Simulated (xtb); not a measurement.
C₂H₅O₂ (SMILES O[CH]CO), doublet, at a GFN2-xTB geometry; GFN2-xTB (xtb 6.7.1).

The xtb input:
```
$ xtb mol.xyz --gfn 2 --uhf 1 --hess --json

# file mol.xyz
9

O      1.45927738     0.02778941    -0.23541557
C      0.46019833    -0.76855530     0.28492176
C     -0.92705042    -0.32816036    -0.01705619
O     -1.09126029     1.06468619     0.06151465
H      2.31800873    -0.36208939    -0.05234673
H      0.67141655    -1.81197916     0.45025745
H     -1.22840847    -0.67006263    -1.03296522
H     -1.62308817    -0.78008687     0.69653920
H     -0.28095298     1.46470716    -0.27747091
```

What the program printed (banner, timings and long lists left out):

```
   ID    Z sym.   atoms
    1    8 O      1, 4
    2    6 C      2, 3
    3    1 H      5-9

           -------------------------------------------------
          |                Calculation Setup                |
           -------------------------------------------------

           -------------------------------------------------
          |                 G F N 2 - x T B                 |
           -------------------------------------------------

          ...................................................
          :                      SETUP                      :
          :.................................................:
          :  # basis functions                  21          :
          :  # atomic orbitals                  21          :
          :  # shells                           13          :
          :  # electrons                        25          :
          :  max. iterations                   250          :
          :  Hamiltonian                  GFN2-xTB          :
          :  restarted?                      false          :
          :  GBSA solvation                  false          :
          :  PC potential                    false          :
          :  electronic temp.          300.0000000     K    :
          :  accuracy                    1.0000000          :
          :  -> integral cutoff          0.2500000E+02      :
          :  -> integral neglect         0.1000000E-07      :
          :  -> SCF convergence          0.1000000E-05 Eh   :
          :  -> wf. convergence          0.1000000E-03 e    :
          :  Broyden damping             0.4000000          :
          :  net charge                          0          :
          :  unpaired electrons                  1          :
          ...................................................

 iter      E             dE          RMSdq      gap      omega  full diag
   1    -14.9729981 -0.149730E+02  0.433E+00    8.85       0.0  T
   2    -14.9809412 -0.794311E-02  0.243E+00    8.94       1.0  T
   3    -14.9816579 -0.716696E-03  0.552E-01    8.96       1.0  T
   4    -14.9818495 -0.191587E-03  0.159E-01    8.92       1.0  T
   5    -14.9818702 -0.206992E-04  0.565E-02    8.93       1.0  T
   6    -14.9818726 -0.236696E-05  0.208E-02    8.93       1.6  T
   7    -14.9818729 -0.333193E-06  0.623E-03    8.93       5.3  T
   8    -14.9818729 -0.164440E-07  0.186E-03    8.93      17.9  T
   9    -14.9818729 -0.734681E-08  0.556E-04    8.93      59.9  T
  10    -14.9818729 -0.519837E-09  0.231E-04    8.93     144.2  T

   *** convergence criteria satisfied after 10 iterations ***

         :::::::::::::::::::::::::::::::::::::::::::::::::::::
         ::                     SUMMARY                     ::
         :::::::::::::::::::::::::::::::::::::::::::::::::::::
         :: total energy             -14.865834249359 Eh    ::
         :: gradient norm              0.000048424317 Eh/a0 ::
         :: HOMO-LUMO gap              8.932578472558 eV    ::
         ::.................................................::
         :: SCC energy               -14.981871973816 Eh    ::
         :: -> isotropic ES            0.041272584028 Eh    ::
         :: -> anisotropic ES          0.002084751971 Eh    ::
         :: -> anisotropic XC         -0.000442502518 Eh    ::
         :: -> dispersion             -0.003259728464 Eh    ::
         :: repulsion energy           0.116037724457 Eh    ::
         :: add. restraining           0.000000000000 Eh    ::
         :: total charge              -0.000000000000 e     ::
         :::::::::::::::::::::::::::::::::::::::::::::::::::::

           -------------------------------------------------
          |                Numerical Hessian                |
           -------------------------------------------------
step length          :   0.00500
SCC accuracy         :   0.30000
Hessian scale factor :   1.00000
frozen atoms in %    :   0.00000    0
RMS gradient         :   0.00005
[...]
  25: 56.49  26: 25.42  27: 34.22
 Raman intensities (Ä⁴*amu⁻¹)
   1:  0.00   2:  0.00   3:  0.00   4:  0.00   5:  0.00   6:  0.00   7:  0.00   8:  0.00
   9:  0.00  10:  0.00  11:  0.00  12:  0.00  13:  0.00  14:  0.00  15:  0.00  16:  0.00
  17:  0.00  18:  0.00  19:  0.00  20:  0.00  21:  0.00  22:  0.00  23:  0.00  24:  0.00
  25:  0.00  26:  0.00  27:  0.00
 output can be read by thermo (or use thermo option).
 writing <g98.out> molden fake output.
 recommended (thermochemical) frequency scaling factor: 1.0
           -------------------------------------------------
          |             Thermodynamic Functions             |
           -------------------------------------------------

c1  symmetry found (for desy threshold:  0.10E+00) used in thermo

          ...................................................
          :                      SETUP                      :
          :.................................................:
          :  # frequencies                          21      :
          :  # imaginary freq.                       0      :
          :  linear?                             false      :
          :  only rotor calc.                    false      :
          :  symmetry                               c1      :
          :  rotational number                       1      :
          :  scaling factor                  1.0000000      :
          :  rotor cutoff                   50.0000000 cm⁻¹ :
          :  imag. cutoff                  -20.0000000 cm⁻¹ :
          :.................................................:

    mode    ω/cm⁻¹     T·S(HO)/kcal·mol⁻¹    T·S(FR)/kcal·mol⁻¹   T·S(vib)
   ------------------------------------------------------------------------
       1     84.31    -1.12938 ( 88.99%)    -0.90099 ( 11.01%)    -1.10424
       2    261.56    -0.49235 ( 99.87%)    -0.56613 (  0.13%)    -0.49245
       3    286.84    -0.44501 ( 99.91%)    -0.53882 (  0.09%)    -0.44509
   ------------------------------------------------------------------------

   temp. (K)  partition function   enthalpy   heat capacity  entropy
                                   cal/mol     cal/K/mol   cal/K/mol   J/K/mol
 298.15  VIB   8.60                 1683.339     11.654      9.839
         ROT  0.405E+05              888.752      2.981     24.066
         INT  0.349E+06             2572.091     14.635     33.905
         TR   0.462E+27             1481.254      4.968     38.230
         TOT                        4053.3449    19.6032    72.1351   301.8135

       T/K    H(0)-H(T)+PV         H(T)/Eh          T*S/Eh         G(T)/Eh
   ------------------------------------------------------------------------
    298.15    0.645942E-02    0.741851E-01    0.342737E-01    0.399113E-01
   ------------------------------------------------------------------------

         :::::::::::::::::::::::::::::::::::::::::::::::::::::
         ::                  THERMODYNAMIC                  ::
         :::::::::::::::::::::::::::::::::::::::::::::::::::::
         :: total free energy         -14.825922923148 Eh   ::
         ::.................................................::
         :: total energy              -14.865834249614 Eh   ::
         :: zero point energy           0.067725646566 Eh   ::
         :: G(RRHO) w/o ZPVE           -0.027814320099 Eh   ::
         :: G(RRHO) contrib.            0.039911326467 Eh   ::
         :::::::::::::::::::::::::::::::::::::::::::::::::::::

           -------------------------------------------------
          | TOTAL ENERGY              -14.865834249614 Eh   |
          | TOTAL ENTHALPY            -14.791649186865 Eh   |
          | TOTAL FREE ENERGY         -14.825922923148 Eh   |
          | GRADIENT NORM               0.000050248793 Eh/α |
          | HOMO-LUMO GAP               8.932619187467 eV   |
           -------------------------------------------------

normal termination of xtb
```
